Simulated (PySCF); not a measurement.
## RuS(OH), quartet: data card

These are results of UPBE0 in PySCF with Ru def2-SVP with ECP28, S def2-SVP, O def2-SVP, H def2-SVP; scalar-relativistic core potentials, no spin–orbit coupling; density-fitted integrals, not measurements.

The structure is a minimum.

```json
{"Point group": "C1", "Bond lengths": "O–H 0.967 Å, Ru–O 1.868 Å, Ru–S 2.072 Å", "Bond angles": "H–O–Ru 117.5°, O–Ru–S 126.0°", "Principal polarisabilities": "38.3, 46.2, 78.1 bohr³", "Lowest empty level (β)": "-3.40 eV", "Dipole moment": "2.24 D", "Rotational constants": "0.6696, 0.1087, 0.09413 cm⁻¹", "Zero-point energy": "37.5 kJ/mol", "Highest occupied level (α)": "-6.60 eV", "Heat capacity Cp at 298.15 K": "59.6 J/(mol K)", "Principal quadrupole moments (Buckingham, traceless) about the centre of mass": "-6.34, 0.13, 6.22 D Å", "Enthalpy at 298.15 K above 0 K": "13.82 kJ/mol", "Entropy at 298.15 K and 1 bar (electronic part: spin only)": "310.5 J/(mol K)", "Spin squared ⟨S²⟩": "3.766", "Atomisation energy without zero-point energy": "1128 kJ/mol", "Rotational symmetry number": "1"}
```

Harmonic modes (masses in u: Ru 101.904, S 31.972, O 15.995, H 1.008):
| symmetry | ω (cm⁻¹) | IR (km/mol) |
| --- | --- | --- |
| a | 118 | 4.4 |
| a | 334 | 87.3 |
| a | 539 | 30.1 |
| a | 674 | 150 |
| a | 764 | 78.9 |
| a | 3837 | 131 |

Charges (e):
```
atom  Mulliken  Löwdin  polar tensor  spin (Mulliken)  Mayer order to Ru1
 Ru1      0.35   -0.23          0.94             2.41                   –
  S2     -0.13    0.25         -0.46             0.54                2.25
  O3     -0.45   -0.13         -0.77             0.05                1.08
  H4      0.22    0.10          0.28             0.01                0.02
```
Other Mayer orders above 0.3: O–H 0.94.

Mulliken populations on Ru1 (electrons outside its core potential): s 2.51, p 6.43, d 6.69, f 0.01.

Outer orbital energies (eV). α occupied: -11.02, -10.06, -9.96, -8.94, -8.05, -7.83, -6.87, -6.60; empty: -3.18, -1.01, 0.18, 1.00. β occupied: -18.63, -14.11, -10.61, -10.24, -9.03, -8.23, -7.97, -6.80; empty: -3.40, -3.01, -2.91, -2.26.

Only a few start shapes were tried, so a lower isomer may exist. With open d or f shells other occupations or spin states may lie lower.

The final relaxation and frequency run took 52 s on 2 threads of a shared AMD EPYC 9R45 96-Core (Zen 5) host, with 68 basis functions and 22 gradients; the process peaked at 0.84 GiB. Launch command: `OMP_NUM_THREADS=2 python axn.py task.json out`.
